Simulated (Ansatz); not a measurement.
Z-matrix (Å, degrees):
```
C
C 1 1.3362
H 2 1.0883 1 119.89
H 1 1.0899 2 118.80 3 -179.81
N 2 1.3935 3 113.55 1 -175.89
H 5 1.0090 2 114.60 3 -36.85
H 5 1.0105 6 111.30 2 131.65
C 1 1.4937 4 117.31 2 -178.77
H 8 1.0930 1 111.04 4 -179.24
H 8 1.0959 9 107.71 1 -122.78
H 8 1.0963 9 107.51 10 -114.46
```
Charge 0, multiplicity 1.

Method: frozen-core CCSD(T)/cc-pVTZ // r2SCAN-D4/def2-TZVP in Ansatz (a first-principles code).

```yaml
HF energy: -172.16833 Ha
MP2 correlation energy: -0.72029 Ha
```

Estimate the CCSD correlation energy, the (T) correction, the total energy and the T1 diagnostic.


The CCSD correlation energy is -0.75571 Ha and the (T) correction comes out as -0.03180 Ha. The CCSD(T) total energy comes out as -172.95585 Ha and the T1 diagnostic comes out as 0.011.
